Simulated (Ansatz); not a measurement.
Ca4O6H4, a hydroxylated oxide cluster. Charge 0, multiplicity 3. Geometry B3LYP-D4/def2-SVP, that of the neutral singlet; atoms count from 1.

```xyz
14

Ca   -1.734    0.213   -0.855
Ca   -1.308    1.201    2.100
Ca    1.418    0.572    0.362
Ca    0.076   -2.357    0.147
O     2.151   -1.598    0.024
O    -1.496   -2.109   -1.335
O     0.318    1.046   -1.497
O    -0.408   -0.499    0.966
O     0.844    2.013    1.980
O    -2.617    1.439    0.576
H     2.974   -1.908   -0.370
H    -1.856   -2.564   -2.103
H     0.475    1.662   -2.221
H     1.164    2.889    2.225
```

At PBE0-D4/def2-SVP a singlet of charge 0 lies 2.77 eV below the triplet at the same geometry.

(1) Estimate the Mulliken populations from the PBE0/def2-SVP orbitals of Ansatz.

(2) Where does the spin sit?

(3) And the Mayer bond orders between bonded heavy atoms (over 0.3)?

Answers

(1) 
```tsv
atom	charge (e)	spin (α − β)
Ca1	0.95	-0.01
Ca2	0.44	0.73
Ca3	1.00	-0.05
Ca4	0.76	0.33
O5	-0.63	0.00
O6	-0.62	0.00
O7	-0.61	0.00
O8	-0.91	0.04
O9	-0.62	0.00
O10	-0.50	0.95
H11	0.19	0.00
H12	0.19	0.00
H13	0.18	0.00
H14	0.19	0.00
```
Mulliken values and Mayer orders depend strongly on the basis.

(2) Summed by element: Ca 0.99, O 0.99, H 0.01, of 2 unpaired in all. Largest on single atoms: O10 0.95, Ca2 0.73, Ca4 0.33.

(3) Ca1–O6 0.46 (2.38 Å); Ca1–O7 0.54 (2.31 Å); Ca1–O8 0.36 (2.36 Å); Ca1–O10 0.49 (2.08 Å); Ca2–Ca4 0.48 (4.29 Å); Ca2–O8 0.50 (2.23 Å); Ca2–O9 0.49 (2.30 Å); Ca2–O10 0.48 (2.02 Å); Ca3–O5 0.46 (2.32 Å); Ca3–O7 0.52 (2.21 Å); Ca3–O8 0.36 (2.20 Å); Ca3–O9 0.52 (2.24 Å); Ca4–O5 0.53 (2.21 Å); Ca4–O6 0.53 (2.17 Å); Ca4–O8 0.56 (2.09 Å).
